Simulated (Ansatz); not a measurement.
The lowest singlet and triplet of CHF (SMILES [CH]F); geometries from B3LYP-D3(BJ)/def2-TZVP, each state relaxed from the structure named, with no frequency check.
Singlet at the triplet's geometry (charge 0, multiplicity 1):
```csv
atom,x (Å),y (Å),z (Å)
C,-0.6204,0.3352,0.0000
F,0.5820,-0.1918,0.0000
H,-1.5160,-0.2851,0.0000
```

| level | gap E(singlet) − E(triplet), vertical, at the triplet's geometry (kcal/mol) | cost |
|---|---|---|
| R-HF/cc-pVDZ | 16.55 | - |
| R-HF/cc-pVQZ | 16.46 | - |
| U-PBE0/def2-TZVPP (spin-contaminated) | -2.56 | ×2 |
| U-BHLYP/def2-TZVPP (spin-contaminated) | -4.55 | ×2 |
| U-wB97M-V/def2-TZVPP (spin-contaminated) | -6.50 | ×8 |
| R-B2PLYP/def2-TZVPP | -1.95 | ×2 |
| R-MP2/cc-pVDZ | 1.71 | - |
| U-SCS-MP2/cc-pVDZ (spin-contaminated) | -2.19 | - |
| U-CCSD/cc-pVDZ (spin-contaminated) | -1.67 | - |
| SA-CASSCF(2,2)/cc-pVDZ | 4.38 | - |
| SA-CASSCF(2,2)/cc-pVTZ | 3.28 | - |
| SC-NEVPT2 on SA-CASSCF(2,2)/cc-pVQZ | -3.41 | - |
| FIC-NEVPT4(SD) on SA-CASSCF(2,2)/cc-pVTZ | -3.82 | - |
| FIC-MRCISD+Q on SA-CASSCF(2,2)/cc-pVQZ | -4.60 | - |

The rows run from -6.50 (U-wB97M-V/def2-TZVPP (spin-contaminated)) to 16.55 kcal/mol (R-HF/cc-pVDZ).

A positive gap puts the triplet lower; no zero-point energy. R- takes a restricted singlet. U- takes an unrestricted singlet (broken symmetry where lower, unprojected). The triplet is unrestricted in single-reference levels. Active spaces average the two states.

Frozen-core correlation.

Doubts at one or more of the structures used: a restricted determinant that unrestricted orbitals would lower (R-HF/cc-pVDZ, R-HF/cc-pVQZ, R-B2PLYP/def2-TZVPP, R-MP2/cc-pVDZ).

Run with Ansatz (an electronic-structure program). Each number belongs to the level named beside it.

Costs are rough ratios of core time to R-PBE/def2-TZVPP (about 1.8 s over the structures, on one shared machine); a dash marks a level with no comparable run of its own.
